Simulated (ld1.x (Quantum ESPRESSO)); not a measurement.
## BP86 PAW dataset for chlorine, non-relativistic all-electron reference.

Input for ld1.x (Quantum ESPRESSO) 7.5:

```
&input
   title='Cl', zed=17., rel=0, dft='BP', iswitch=3,
   config='[Ne] 3s2 3p5',
   nld=2, rlderiv=1.85, eminld=-4.0, emaxld=5.0, deld=0.02
 /
 &inputp
   pseudotype=3, lpaw=.true., tm=.true., lloc=-1, rcloc=0.90,
   nlcc=.true., new_core_ps=.true., rcore=0.95,
   which_augfun='PSQ', rmatch_augfun_nc=.true.,
   file_pseudopw='Cl.UPF', file_wfcaegen='ae.wfc', file_wfcncgen='nc.wfc', file_beta='beta', file_chi='chi', file_wfcusgen='us.wfc'
 /
4
3S  1  0   2.00   0.00  0.90  1.15  0.0
3S  1  0   0.00   2.90  0.90  1.15  0.0
3P  2  1   5.00   0.00  1.35  1.70  0.0
3P  2  1   0.00   1.10  1.35  1.70  0.0
 &test
   configts(1)='3s2 3p5'
 /
```

Command:

```bash
ld1.x < Cl.in > Cl.out
```

Output (shortened: banner, matrices, multipoles, cross overlaps and the repeated all-electron block are left out):

```
Program LD1 v.7.5
     --------------------------- All-electron run ----------------------------

     Cl

     atomic number is 17.00
     dft =BP   lsd =0 sic =0 latt =0  beta=0.20 tr2=1.0E-14
     Exchange-correlation= BP
                           (   1   1   1   1   0   0   0)
     mesh =1157 r(mesh) = 101.16842 a.u. xmin = -7.00 dx = 0.01250
     1 Ry =  13.60569312 eV

     n l     nl                  e(Ry)          e(Ha)          e(eV)
     1 0     1S 1( 2.00)      -201.5304      -100.7652     -2741.9611
     2 0     2S 1( 2.00)       -18.4627        -9.2313      -251.1975
     2 1     2P 1( 6.00)       -14.0955        -7.0477      -191.7785
     3 0     3S 1( 2.00)        -1.5156        -0.7578       -20.6210
     3 1     3P 1( 5.00)        -0.6395        -0.3198        -8.7014

     final scf error:  5.9E-15 reached in  29 iterations

     Etot =    -920.394237 Ry,    -460.197118 Ha,  -12522.601538 eV

     Ekin =     919.249798 Ry,     459.624899 Ha,   12507.030653 eV
     Encl =   -2189.241558 Ry,   -1094.620779 Ha,  -29786.148810 eV
     Eh   =     406.009815 Ry,     203.004908 Ha,    5524.044950 eV
     Exc  =     -56.412292 Ry,     -28.206146 Ha,    -767.528332 eV

     normalization and overlap integrals

     s(1S/1S) =  1.000000  <r> =   0.0914  <r2> =    0.0112  r(max) =   0.0596
     s(2S/2S) =  1.000000  <r> =   0.4464  <r2> =    0.2367  r(max) =   0.3649
     s(2P/2P) =  1.000000  <r> =   0.4076  <r2> =    0.2070  r(max) =   0.3025
     s(3S/3S) =  1.000000  <r> =   1.5415  <r2> =    2.7677  r(max) =   1.2895
     s(3P/3P) =  1.000000  <r> =   1.8421  <r2> =    4.0892  r(max) =   1.4252

     ------------------------ End of All-electron run ------------------------

     --------------------- Generating PAW atomic setup --------------------

      Generating local potential from pseudized AE potential:
      Matching radius rcloc =   0.9000

      Local pseudo, rcloc= 0.897 Estimated cut-off energy=    29.65 Ry

      Computing core charge for nlcc:

       r > 0.96 : true rho core
      Core charge pseudized with two Bessel functions
      Integrated core pseudo-charge :   3.11
      Wfc-us  3S rcutus= 1.152  Estimated cut-off energy=    32.10 Ry
      Wfc-us  3S rcutus= 1.152  Estimated cut-off energy=    38.85 Ry
      Wfc-us  3P rcutus= 1.719  Estimated cut-off energy=    26.06 Ry
      Wfc-us  3P rcutus= 1.719  Estimated cut-off energy=    32.06 Ry

     Required augmentation: PSQ   radius:    1.700000

     Q pseudized with Bessel functions
     Expected ecutrho=     236.7871 due to l1=  0   l2=  1

     Estimated PAW energy =  -79.421093 Ryd

     ------------------- End of pseudopotential generation -------------------

     Computing logarithmic derivative in   1.84146
     Computing logarithmic derivative in   1.84146
     Computing the partial wave expansion
     R is outside the sphere for l=    0 j= 0.00
     R is outside the sphere for l=    0 j= 0.00
     R is outside the sphere for l=    1 j= 0.00
     R is outside the sphere for l=    1 j= 0.00

     ---------------------- Testing the pseudopotential ----------------------

     Cl

     atomic number is 17.00   valence charge is  7.00
     dft = SLA  PZ   B88  P86   lsd =0 sic =0 latt =0  beta=0.20 tr2=1.0E-14
     mesh =1157 r(mesh) = 101.16842 xmin = -7.00 dx = 0.01250

     n l     nl             e AE (Ry)        e PS (Ry)    De AE-PS (Ry)
     1 0     3S   1( 2.00)       -1.51562       -1.51562        0.00000
     2 1     3P   1( 5.00)       -0.63954       -0.63954        0.00000

     eps = 5.4E-15  iter =  1

     Etot =    -920.394237 Ry,    -460.197118 Ha,  -12522.601538 eV
     Etotps =   -79.421093 Ry,     -39.710547 Ha,   -1080.579022 eV

     Ekin =      38.002335 Ry,      19.001167 Ha,     517.048103 eV
     Encl =     -86.401294 Ry,     -43.200647 Ha,   -1175.549489 eV
     Ehrt =      25.390158 Ry,      12.695079 Ha,     345.450697 eV
     Ecxc =     -56.412292 Ry,     -28.206146 Ha,    -767.528333 eV
     (Ecc =      -5.991770 Ry,      -2.995885 Ha,     -81.522183 eV)

     ---------------------- End of pseudopotential test ----------------------
```

Generation and configuration tests took about 2.8 s on one core of a shared server CPU.
